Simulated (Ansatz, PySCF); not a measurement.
pent-1-ene (C5H10), SMILES C=CCCC. Atoms are numbered in the order given.

```xyz
15

C     -2.3359    -0.1841    -0.1945
C     -1.0921     0.2185    -0.4696
C     -0.0874     0.6761     0.5502
C      1.1317    -0.2545     0.6943
C      1.9816    -0.3820    -0.5701
H     -2.7191    -0.1920     0.8318
H     -3.0196    -0.5169    -0.9804
H     -0.7574     0.2097    -1.5145
H     -0.5844     0.7771     1.5294
H      0.2741     1.6851     0.2743
H      0.7805    -1.2531     1.0078
H      1.7605     0.1243     1.5185
H      2.3357     0.6046    -0.9141
H      1.4175    -0.8392    -1.3984
H      2.8686    -1.0101    -0.3917
```
Charge 0, spin multiplicity 1.

Coordinates come from a B3LYP-D3(BJ)/def2-SVP optimisation. The values are those of a single conformer.

Two levels are set side by side: PBE-D3(BJ)/def2-SVP (Ansatz, a first-principles code) and B3LYP-D3(BJ)/def2-SVP (Ansatz). Each level has its own optimised geometry; the coordinates shown are those of the second. Frequencies come from the Hessian of PySCF at each geometry. Differences are taken from unrounded values.

```csv
quantity,B3LYP-D3(BJ),PBE-D3(BJ),PBE-D3(BJ) minus B3LYP-D3(BJ)
mean bond length (Å),1.208,1.215,0.007
bond C1–C2 (Å),1.336,1.345,0.009
bond C2–C3 (Å),1.503,1.504,0.001
bond C3–C4 (Å),1.540,1.543,0.003
bond C4–C5 (Å),1.529,1.530,0.001
bond C1–H6 (Å),1.096,1.104,0.008
bond C1–H7 (Å),1.094,1.101,0.008
bond C2–H8 (Å),1.097,1.106,0.009
bond C3–H9 (Å),1.103,1.111,0.008
bond C3–H10 (Å),1.107,1.115,0.008
bond C4–H11 (Å),1.104,1.112,0.008
bond C4–H12 (Å),1.104,1.111,0.008
bond C5–H13 (Å),1.103,1.111,0.007
bond C5–H14 (Å),1.102,1.109,0.008
bond C5–H15 (Å),1.101,1.109,0.007
highest harmonic wavenumber (cm⁻¹),3222,3162,-60
mean harmonic wavenumber (cm⁻¹),1536,1496,-40
zero-point energy (kcal/mol),85.63,83.42,-2.21
```

GGA bonds tend to be longer and softer than those of functionals with exact exchange. Differences between two approximate levels are no errors against the true value.
